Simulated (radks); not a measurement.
Q: The carbon ion C4+, [He]. Method: non-relativistic Kohn-Sham, LDA (Slater exchange, Perdew-Wang correlation), spin-polarised, spherical densities, point nucleus; computed with a radial shooting solver on a logarithmic mesh with Libxc functionals. Every spin shell is full or empty, so the densities are truly spherical. Functionals are evaluated on that one density, not self-consistently. Rank these orbital-free kinetic functionals by their error against the exact value of the orbitals, and give that value: Thomas-Fermi, TF + vW, TF + vW/9, TF + vW/5, LC94, APBEK, revAPBEK, Perdew 92, Thakkar, Pearson, DePristo-Kress, Ernzerhof.

A: Exact: 31.9187 hartree. From best to worst, with 100 (|E| - |E exact|)/|E exact| (equal figures are ties): APBEK +1.55, LC94 +1.69, Thakkar +1.91, TF + vW/9 +2.14, Perdew 92 +2.16, DePristo-Kress +2.24, revAPBEK +2.44, Pearson -2.85, Ernzerhof +5.90, Thomas-Fermi -8.97, TF + vW/5 +11.03, TF + vW +91.03.
